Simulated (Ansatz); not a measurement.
Reaction (ligand exchange at a Zr–Cl bond): `[OH][Zr]([OH])([OH])[Cl]` + HI → `[OH][Zr]([OH])([OH])[I]` + HCl

Isolated molecules relaxed with PBE0-D4/def2-TZVP in Ansatz; ΔE leaves out vibrations. CCSD(T)/CBS is the MP2 limit (def2-TZVPP, def2-QZVPP) plus CCSD(T) − MP2 in def2-TZVPP, frozen cores. This one scheme is used for every species. Functionals use def2-TZVPP. def2 core potentials past Kr. For I, Zr outer-core shells are correlated without core-valence functions, which leaves a few kJ/mol of doubt a bond. One conformer a species, not always the lowest.

`[OH][Zr]([OH])([OH])[Cl]`:

Cartesian coordinates in Å:
```
O 0.766 0.186 -1.655
Zr 0.170 -0.248 0.109
O 0.437 1.243 1.275
O -1.681 -0.727 0.074
Cl 1.432 -2.098 0.918
H 0.834 0.344 -2.592
H 0.663 2.087 1.655
H -2.621 -0.786 0.217
```

HI:

Cartesian coordinates in Å:
```
I -0.061 0.615 0.515
H 0.061 -0.615 -0.515
```

`[OH][Zr]([OH])([OH])[I]`:

Z-matrix (Å, degrees):
```
Zr
O 1 1.908
O 1 1.908 2 110.1
O 1 1.908 2 110.1 3 121.5
I 1 2.764 2 108.9 3 -119.3
H 2 0.953 1 163.9 3 -129.0
H 3 0.953 1 163.9 2 -7.6
H 4 0.953 1 163.9 2 -128.9
```

HCl:

Cartesian coordinates in Å:
```
Cl -0.456 -0.199 0.402
H 0.456 0.199 -0.402
```

(1) Is it downhill or uphill in electronic energy at CCSD(T)/CBS, and by how much? (Estimate.)

(2) What do these levels give: BLYP-D4, ωB97X-V, revPBE, r2SCAN, MP2/def2-SVP, MP2/CBS(def2)? (Best estimate.)

Largest T1 diagnostic among the species: 0.016.

Answers

(1) The calculation gave: Uphill: ΔE = +4.7 kJ/mol.

(2) The calculation gave: BLYP-D4 13.1, ωB97X-V 10.5, revPBE 10.3, r2SCAN 9.1, MP2/def2-SVP 6.2, MP2/CBS(def2) -1.9 kJ/mol.

In def2-TZVPP, CCSD(T) changes the Hartree–Fock value by −4.5 kJ/mol (the triples alone add −1.8 kJ/mol) and MP2 by −11.1 kJ/mol. Leaving LDA and LC-ωPBE aside and taking each functional with its dispersion term where it has one, the values, not all of them listed here, spread over 15.5 kJ/mol, from PBE-QIDH to B97M-V.
